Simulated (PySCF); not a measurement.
This script is equivalent to a calculation on Os³⁺ (osmium, charge +3).

```python
from pyscf import gto, scf, dft, mp, cc
import basis_set_exchange as bse
txt = bse.get_basis("aug-cc-pVQZ-PP", elements=["Os"], fmt="nwchem", header=False)
cut = txt.index("\nECP")
mol = gto.M(atom="Os 0 0 0", charge=3, spin=5, symmetry="D2h",
            basis=gto.basis.parse(txt[:cut]),
            ecp={"Os": gto.basis.parse_ecp(txt[cut:])})
mf = dft.UKS(mol, xc="LDA,VWN")
mf.irrep_nelec = {'Ag': (3, 1), 'B1g': (1, 0), 'B2g': (1, 0), 'B3g': (1, 0), 'B1u': (1, 1), 'B2u': (1, 1), 'B3u': (1, 1)}
mf.kernel()
```

Question: What total energy does it give?

Answer: -88.642 hartree (calculated).

Question: Which occupied shell lies highest, and where?

Answer: 5d α, at -36.514 eV.

Question: What is ⟨S²⟩, and what would a pure spin state give?

Answer: 8.750, against 8.75.

Energies and moments cover only the electrons outside the core potential. Spin-orbit coupling, which splits the p, d and f shells strongly at this Z, is absent.
